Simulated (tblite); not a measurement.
C₅H₁₂Si, singlet, at a GFN2-xTB geometry; GFN1-xTB in tblite.

tblite was given this input:
```
$ tblite run mol.xyz --method gfn1 --charge 0 --spin 0 --etemp 2000 --json tblite.json --no-restart

# file mol.xyz
18

C      2.09969304    -0.88807633     1.07024251
C      1.47938131     0.16669378     0.56540590
Si    -0.27822790     0.14471539    -0.14823312
C     -0.70932913     1.91047222    -0.72535719
C     -1.51414155    -0.41817328     1.19381653
C     -0.35896631    -1.05961472    -1.62774492
H      3.10234198    -0.84227493     1.46909345
H      1.62846602    -1.85714423     1.10860404
H      2.01189694     1.11072167     0.55795147
H     -1.70950775     1.95608508    -1.14523564
H     -0.01891182     2.25685325    -1.48854468
H     -0.66873842     2.61671776     0.09848447
H     -1.50559261     0.25399108     2.04664380
H     -2.52948007    -0.44910483     0.80955198
H     -1.27089795    -1.41123062     1.55889485
H      0.32384535    -0.76219016    -2.41800042
H     -0.09054437    -2.06777118    -1.32728167
H     -1.35751067    -1.09847816    -2.05307519
```

The log (banner, timings and long lists left out):

```
xTB calculator
 | screened Coulomb repulsion
 | Coulomb electrostatics
 |  * isotropic Klopman-Ohno-Mataga-Nishimoto electrostatics
 |  * onsite third-order electrostatics
 | DFT-D3(BJ) dispersion correction

halogen bonding energy    0.0000000000000E+00 Eh
repulsion energy          3.0109439058184E-01 Eh
dispersion energy        -7.3303631607477E-03 Eh
number of electrons       3.6000000000000E+01 e
integral cutoff           2.8146159136829E+01 bohr

------------------------------------------------------------
  cycle        total energy    energy error   density error
------------------------------------------------------------
      1     -18.85020693212  -1.9143971E+01   5.8398249E-01
      2     -18.85610313689  -5.8962048E-03   3.4215310E-01
      3     -18.85581946339   2.8367350E-04   2.2629651E-02
      4     -18.85630517788  -4.8571450E-04   5.0276459E-03
      5     -18.85635585239  -5.0674510E-05   1.5182900E-03
      6     -18.85635848619  -2.6337993E-06   2.7299591E-04
      7     -18.85635857566  -8.9470632E-08   8.4759166E-05
      8     -18.85635860716  -3.1494615E-08   1.7848704E-05
------------------------------------------------------------

electronic energy        -1.9150122634580E+01 Eh
total energy             -1.8856358607159E+01 Eh

Post processing:
 | Mayer-Wiberg bond orders

[Info] JSON dump of results written to 'tblite.json'
```
